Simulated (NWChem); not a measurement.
System: C₂H₅ClOSi; SMILES C=C[SiH](O)Cl

Input file for NWChem:

```
start job
memory heap 200 mb stack 900 mb global 1100 mb
geometry units angstroms noautoz
  Si     0.324629    -0.059042     0.490571
  O      1.755647     0.259846    -0.279665
  Cl    -0.514313    -1.823327    -0.216848
  C     -0.911191     1.296848     0.194240
  C     -0.555497     2.463129    -0.357680
  H      0.667657    -0.266949     1.916808
  H      1.734345     0.307646    -1.240569
  H     -1.960192     1.141617     0.477620
  H     -1.275154     3.269922    -0.536378
  H      0.481008     2.662629    -0.653206
end
basis spherical
  * library cc-pvtz
end
dft
  xc xtpss03 ctpss03
  iterations 150
  semidirect filesize 400000000
  mulliken
end
task dft energy
```

Excerpt of the output:

```
             Northwest Computational Chemistry Package (NWChem) 7.3.0
             --------------------------------------------------------

 C1  symmetry detected

                             Geometry "geometry" -> ""
                             -------------------------

 Output coordinates in angstroms (scale by  1.889725989 to convert to a.u.)

  No.       Tag          Charge          X              Y              Z
 ---- ---------------- ---------- -------------- -------------- --------------
    1 Si                  14.0000     0.30862970    -0.04772778     0.49520149
    2 O                    8.0000     1.73767435     0.31154977    -0.26078567
    3 Cl                  17.0000    -0.47084782    -1.83712417    -0.21714830
    4 C                    6.0000    -0.96319522     1.27082612     0.18314730
    5 C                    6.0000    -0.63605050     2.44602069    -0.36752440
    6 H                    1.0000     0.64266256    -0.24289401     1.92536851
    7 H                    1.0000     1.72503311     0.35695335    -1.22195882
    8 H                    1.0000    -2.01010758     1.08544122     0.45593096
    9 H                    1.0000    -1.37711421     3.23105309    -0.55541481
   10 H                    1.0000     0.39720271     2.67526721    -0.65267758

 Effective nuclear repulsion energy (a.u.)     276.4041421605

                                 NWChem DFT Module
                                 -----------------

 Summary of "ao basis" -> "ao basis" (spherical)
 ------------------------------------------------------------------------------
       Tag                 Description            Shells   Functions and Types
 ---------------- ------------------------------  ------  ---------------------
 Si                         cc-pvtz                 12       34   5s4p2d1f
 O                          cc-pvtz                 10       30   4s3p2d1f
 Cl                         cc-pvtz                 12       34   5s4p2d1f
 C                          cc-pvtz                 10       30   4s3p2d1f
 H                          cc-pvtz                  6       14   3s2p1d

            General Information
            -------------------
          SCF calculation type: DFT
          Wavefunction type:  closed shell.
          No. of atoms     :    10
          No. of electrons :    56
           Alpha electrons :    28
            Beta electrons :    28
          Charge           :     0
          Spin multiplicity:     1
          Use of symmetry is: off; symmetry adaption is: off
          Maximum number of iterations: 150
          AO basis - number of functions:   228
                     number of shells:    84
          Convergence on energy requested:  1.00D-06
          Convergence on density requested:  1.00D-05
          Convergence on gradient requested:  5.00D-04

              XC Information
              --------------
                  TPSS metaGGA Exchange Functional  1.000
             TPSS03 metaGGA Correlation Functional  1.000

             Grid Information
             ----------------
          Grid used for XC integration:  medium
          Radial quadrature: Mura-Knowles
          Angular quadrature: Lebedev.
          Tag              B.-S. Rad. Rad. Pts. Rad. Cut. Ang. Pts.
          ---              ---------- --------- --------- ---------
          Si                  1.10       88          11.0       590
          O                   0.60       49          11.0       434
          Cl                  1.00       88          13.0       590
          C                   0.70       49          11.0       434
          H                   0.35       45          12.0       434
          Grid pruning is: on
          Number of quadrature shells:   548
          Spatial weights used:  Erf1

      Superposition of Atomic Density Guess
      -------------------------------------

 Sum of atomic energies:        -900.94811759

      Non-variational initial energy
      ------------------------------

 Total energy =    -903.011071
 1-e energy   =   -1791.940066
 2-e energy   =     612.524852
 HOMO         =      -0.344730
 LUMO         =      -0.025871

------------------------------------------------------------
EAF file 0: "./job.aoints.0" size=1091567616 bytes
------------------------------------------------------------
               write      read    awrite     aread      wait
               -----      ----    ------     -----      ----
     calls:     2082         0         0         0         0
   data(b): 1.09e+09  0.00e+00  0.00e+00  0.00e+00
   time(s): 0.00e+00  0.00e+00  0.00e+00  0.00e+00  0.00e+00
rate(mb/s): 0.00e+00  0.00e+00
------------------------------------------------------------

     ---------------------------------------------
      Total Density - Mulliken Population Analysis
     ---------------------------------------------

    Atom       Charge   Shell Charges
 -----------   ------   -------------------------------------------------------
    1 Si  14    13.12   2.00  1.93  0.80  0.14  0.24  5.50  1.15  0.56  0.34  0.20  0.18  0.07
    2 O    8     8.71   1.95  1.03  0.24  0.51  1.37  2.36  1.23  0.00  0.01  0.00
    3 Cl  17    17.38   2.00  1.88  1.19  0.19  0.65  5.82  3.04  1.11  1.48  0.00  0.01  0.00
    4 C    6     6.35   1.95  0.90  0.19  0.30  0.80  1.55  0.59  0.01  0.05  0.01
    5 C    6     6.35   1.95  0.89  0.19  0.41  0.77  1.44  0.61  0.01  0.05  0.01
    6 H    1     1.03   0.23  0.51  0.28  0.00  0.01  0.00
    7 H    1     0.62   0.20  0.29  0.06  0.02  0.05  0.01
    8 H    1     0.80   0.24  0.41  0.13  0.01  0.02  0.00
    9 H    1     0.82   0.24  0.42  0.14  0.01  0.01  0.00
   10 H    1     0.82   0.24  0.42  0.13  0.01  0.01  0.00

[...]
```

Level: TPSS/cc-pVTZ. Coordinates come from a PBE0/def2-SVP optimisation.
